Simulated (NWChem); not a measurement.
C2H2I2; SMILES C=C(I)I

def2 effective core potentials on I; no spin-orbit coupling.

Question: Give the equilibrium geometry at PBE0/def2-SVP with def2 effective core potentials on I (NWChem) as an XYZ file, with the point group.

Answer: point group C2v; any orientation.
```
6

C      0.0000     0.0000    -2.2151
C      0.0000     0.0000    -0.8837
I     -1.7852     0.0000     0.2218
I      1.7852     0.0000     0.2218
H      0.9381     0.0000    -2.7765
H     -0.9381     0.0000    -2.7765
```
